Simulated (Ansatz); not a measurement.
Coupled-cluster run, C2H7AlO2.

```yaml
crystal:
  periodic: [false, false, false]
  atoms:
    - {symbol: C, position_ang: [-0.666924, 0.508419, 1.379394]}
    - {symbol: C, position_ang: [0.046112, -0.504041, 0.536649]}
    - {symbol: O, position_ang: [1.336015, 0.118293, -0.021497]}
    - {symbol: Al, position_ang: [0.166398, -0.642850, -1.402588]}
    - {symbol: O, position_ang: [-0.514482, 0.502347, -2.461769]}
    - {symbol: H, position_ang: [-0.093208, 0.809578, 2.263328]}
    - {symbol: H, position_ang: [-0.914174, 1.409257, 0.813100]}
    - {symbol: H, position_ang: [-1.608522, 0.071643, 1.724377]}
    - {symbol: H, position_ang: [0.337950, -1.382766, 1.114995]}
    - {symbol: H, position_ang: [2.121089, -0.319972, 0.318420]}
    - {symbol: H, position_ang: [0.842779, -1.913021, -2.052448]}
    - {symbol: H, position_ang: [-0.976131, 1.288014, -2.178059]}
basis:
  gaussian: {orbitals: def2-TZVPP}
correlation: {method: ccsd_t}
```

```sh
$ ansatz run in.yaml --threads 4 --pin off --events-out ev --progress --plain --max-ram 10444MiB
```

Log, shortened:

```
Functional definition: HF
1578 factors; integrals over basis functions are off by at most 9.0e-4 eV
mean field evaluation 1: about -12827.2756 eV, gradient 5.2e1 eV
mean field evaluation 2: about -12827.5050 eV, gradient 5.2e1 eV
mean field evaluation 4: about -12832.9701 eV, gradient 4.4e0 eV
mean field evaluation 8: about -12833.0521 eV, gradient 2.7e-1 eV
mean field -12833.05245950 eV, -471.6059793312 hartree, gradient 1.8e-6 eV, S^2 0.000000; 0 other end points of the search recorded, 0 dependent functions left out
9 core orbitals not correlated: weight in the atoms' cores, before any rotation towards them, 1.000 or more for the frozen orbitals, at most 0.000 for the correlated occupied ones
reference -12833.05245950 eV, -471.6059793312 hartree; 15, 15 occupied and 240, 240 virtual orbitals, 1578 factors
second order -24.87978859 eV of doubles, -0.00000000 eV of singles
cycle   1  -25.12111396 eV  change   -2.4e-1 eV  update   1.0e-1
cycle   2  -25.70381522 eV  change   -5.8e-1 eV  update   3.0e-2
cycle   3  -25.83893578 eV  change   -1.4e-1 eV  update   1.5e-2
cycle   4  -25.82651057 eV  change    1.2e-2 eV  update   3.4e-3
cycle   5  -25.82623557 eV  change    2.7e-4 eV  update   1.6e-3
cycle   6  -25.82700713 eV  change   -7.7e-4 eV  update   4.6e-4
cycle   7  -25.82675405 eV  change    2.5e-4 eV  update   2.0e-4
cycle   8  -25.82667804 eV  change    7.6e-5 eV  update   6.1e-5
cycle   9  -25.82668996 eV  change   -1.2e-5 eV  update   2.5e-5
perturbative correction -0.95226243 eV, -0.0349949989 hartree
Total energy: -12859.83141189 eV, -472.5900876801 hartree
```

Run time 2.2 min (4 threads of an Arm Neoverse V2 on a shared host); peak host memory 6.6 GiB.

MP2 recovers 92.9 % of the CCSD(T) correlation energy and the triples give 3.6 %; T1 = 0.0115.
